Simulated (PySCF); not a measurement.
**Correlation energy of Li (lithium, neutral)**

[He] 2s1, 2S determinant. Computed with PySCF 2.14 in aug-cc-pCVTZ-DK with one added diffuse shell each of s, p, d, f type (8s7p5d3f, 75 functions), with scalar relativity by spin-free X2C-1e. Frozen: nothing; 3 electrons correlated.

```json
{"level": "CCSD", "correlation energy (mhartree)": "-41.57"}
{"level": "(T)", "correlation energy (mhartree)": "-0.02"}
{"level": "CCSD(T)", "correlation energy (mhartree)": "-41.59"}
```

Diagnostics: T1 = 0.0029, D1 = 0.0070, largest double amplitude 0.018.

**Question.** Is a single reference adequate?

**Answer.** Yes: T1 lies below 0.03 and no double amplitude reaches 0.07.
